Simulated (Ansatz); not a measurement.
CH4ClFO2SW (`C[O][W]([OH])([F])(=[S])[Cl]`) at its PBE0-D4/def2-TZVP geometry, where that method's forces vanish. Total charge 0; spin multiplicity 1. W takes the def2 core potential.

```tsv
atom	x (Å)	y (Å)	z (Å)
C1	-0.719	0.997	1.429
O2	-0.688	0.675	0.067
W3	0.339	-0.297	-1.105
O4	0.005	-1.749	0.082
F5	1.794	-1.379	-1.602
S6	-0.880	-0.397	-2.826
Cl7	1.818	1.455	-1.290
H8	-0.597	0.084	2.020
H9	0.091	1.695	1.658
H10	-1.679	1.462	1.659
H11	0.516	-2.546	-0.092
```

For each bond, give half the difference of the two atoms' forces along it (eV/Å; positive pushes the atoms apart) under PBE-D4, r2SCAN-D4, B3LYP-D4, ωB97M-V in def2-TZVPP. (Estimate.)

Ansatz gave: 
| bond | length (Å) | PBE-D4 | r2SCAN-D4 | B3LYP-D4 | ωB97M-V |
| --- | --- | --- | --- | --- | --- |
| C1–O2 | 1.399 | -0.03 | 0.11 | 0.16 | 0.45 |
| C1–H8 | 1.094 | 0.11 | -0.05 | -0.08 | -0.13 |
| C1–H9 | 1.094 | 0.10 | -0.05 | -0.08 | -0.13 |
| C1–H10 | 1.091 | 0.08 | -0.05 | -0.10 | -0.12 |
| O2–W3 | 1.837 | 0.36 | 0.21 | 0.12 | -0.20 |
| W3–O4 | 1.905 | 0.31 | 0.13 | 0.21 | 0.02 |
| W3–F5 | 1.880 | 0.12 | -0.07 | 0.17 | 0.10 |
| W3–S6 | 2.111 | 0.52 | 0.29 | 0.23 | -0.39 |
| W3–Cl7 | 2.300 | -0.03 | 0.00 | 0.17 | 0.20 |
| O4–H11 | 0.963 | 0.34 | 0.01 | -0.08 | -0.05 |

B3LYP here is the variant with VWN-RPA as its local correlation; programs differ in this.
